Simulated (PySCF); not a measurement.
C2H5FMg, SMILES C[CH2][Mg][F].

Geometry: B3LYP-D3(BJ)/def2-SVP. Other conformers were not sampled.

Computed with PBE0/def2-TZVPD (PySCF).

Symmetry labels are those of the subgroup Cs that the program uses (full group Cs).

Computed valence orbital energies around the gap with their symmetry:
| orbital | symmetry | energy (eV) |
|---|---|---|
| HOMO−7 | A" | -12.03 |
| HOMO−6 | A' | -11.45 |
| HOMO−5 | A' | -10.40 |
| HOMO−4 | A' | -10.15 |
| HOMO−3 | A" | -9.67 |
| HOMO−2 | A' | -9.67 |
| HOMO−1 | A" | -9.50 |
| HOMO | A' | -6.94 |
| LUMO | A' | -1.06 |
| LUMO+1 | A' | -0.18 |
| LUMO+2 | A" | -0.06 |
| LUMO+3 | A' | 0.61 |
